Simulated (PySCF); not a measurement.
# J couplings in 1-methylallyl acetate

Molfile (atoms numbered from 1):
```
C6H10O2
     RDKit          3D

 18 17  0  0  0  0  0  0  0  0999 V2000
   -2.5129    1.8566    0.3693 C   0  0  0  0  0  0  0  0  0  0  0  0
   -1.7077    1.0976   -0.3717 C   0  0  0  0  0  0  0  0  0  0  0  0
   -0.8616   -0.0078    0.1761 C   0  0  1  0  0  0  0  0  0  0  0  0
   -1.3235   -1.3823   -0.2772 C   0  0  0  0  0  0  0  0  0  0  0  0
    0.4772    0.2282   -0.2934 O   0  0  0  0  0  0  0  0  0  0  0  0
    1.4799   -0.2572    0.4515 C   0  0  0  0  0  0  0  0  0  0  0  0
    2.8114    0.0689   -0.1597 C   0  0  0  0  0  0  0  0  0  0  0  0
    1.3145   -0.8722    1.4723 O   0  0  0  0  0  0  0  0  0  0  0  0
   -3.1427    2.6300   -0.0777 H   0  0  0  0  0  0  0  0  0  0  0  0
   -2.5750    1.7293    1.4551 H   0  0  0  0  0  0  0  0  0  0  0  0
   -1.6529    1.2415   -1.4578 H   0  0  0  0  0  0  0  0  0  0  0  0
   -0.8483    0.0285    1.2765 H   0  0  0  0  0  0  0  0  0  0  0  0
   -1.2901   -1.4592   -1.3746 H   0  0  0  0  0  0  0  0  0  0  0  0
   -0.6798   -2.1600    0.1575 H   0  0  0  0  0  0  0  0  0  0  0  0
   -2.3570   -1.5606    0.0530 H   0  0  0  0  0  0  0  0  0  0  0  0
    3.6136   -0.2978    0.4898 H   0  0  0  0  0  0  0  0  0  0  0  0
    2.8871   -0.3989   -1.1523 H   0  0  0  0  0  0  0  0  0  0  0  0
    2.9021    1.1549   -0.3046 H   0  0  0  0  0  0  0  0  0  0  0  0
  1  2  2  0
  2  3  1  0
  3  4  1  0
  3  5  1  0
  5  6  1  0
  6  7  1  0
  6  8  2  0
  1  9  1  0
  1 10  1  0
  2 11  1  0
  3 12  1  1
  4 13  1  0
  4 14  1  0
  4 15  1  0
  7 16  1  0
  7 17  1  0
  7 18  1  0
M  END
```

Method: B3LYP/pcJ-1 (without the spin–dipole term)//PBE0-D3(BJ)/def2-SVP, PySCF 2.14.0 with density-fitted response routines; isolated molecule, single conformer, non-relativistic. Couplings are averaged over pairs made equivalent by symmetry, fast rotation or ring inversion, so a value needn't be that of the named pair in this geometry, while other rotamers aren't included; one pair stands for each set, and the list holds a selection of those of at least 0.8 Hz over up to four bonds, among pairs with at least one C or H atom (others weren't computed).

Isotopes: ¹³C, ¹H, ¹⁷O. Couplings to quadrupolar nuclei such as 17O and 33S are rarely resolved in practice.

| pair | bonds | J (Hz) |
| --- | --- | --- |
| C1, C2 | 1 | 77.3 |
| C1, H9 | 1 | 169.5 |
| C1, H10 | 1 | 165.0 |
| C2, C3 | 1 | 52.3 |
| C2, H11 | 1 | ? |
| C3, C4 | 1 | 39.6 |
| C3, O5 | 1 | ? |
| C3, H12 | 1 | 152.7 |
| C4, H13 | 1 | 135.1 |
| O5, C6 | 1 | ? |
| C6, C7 | 1 | 64.6 |
| C6, O8 | 1 | 29.9 |
| C7, H16 | 1 | ? |
| C1, H11 | 2 | ? |
| C2, O5 | 2 | -9.1 |
| C3, C6 | 2 | -2.1 |
| C3, H11 | 2 | 1.2 |
| C4, O5 | 2 | -2.0 |
| O5, C7 | 2 | -20.5 |
| C7, O8 | 2 | ? |
| H16, H17 | 2 | -15.2 |
| C1, H12 | 3 | 6.2 |
| C3, H10 | 3 | ? |
| C4, H11 | 3 | ? |
| O8, H16 | 3 | -1.4 |
| H9, H11 | 3 | 11.4 |

**Question.** Estimate the withheld couplings, with signs.

**Answer.** 
- ¹J(C2,H11) = 163.9 Hz (bond length 1.097 Å, sp2 carbon)
- ¹J(C3,O5) = 20.5 Hz (bond length 1.438 Å)
- ¹J(O5,C6) = 37.3 Hz (bond length 1.340 Å)
- ¹J(C7,H16) = 136.4 Hz (mean over equivalent pairs that range from 132.8 to 142.4 Hz in this conformer)
- ²J(C1,H11) = 1.1 Hz (angle at C2 120°)
- ²J(C7,O8) = -2.8 Hz (angle at C6 125°)
- ³J(C3,H10) = 8.2 Hz (dihedral angle 2°)
- ³J(C4,H11) = 2.3 Hz (dihedral angle 67°)
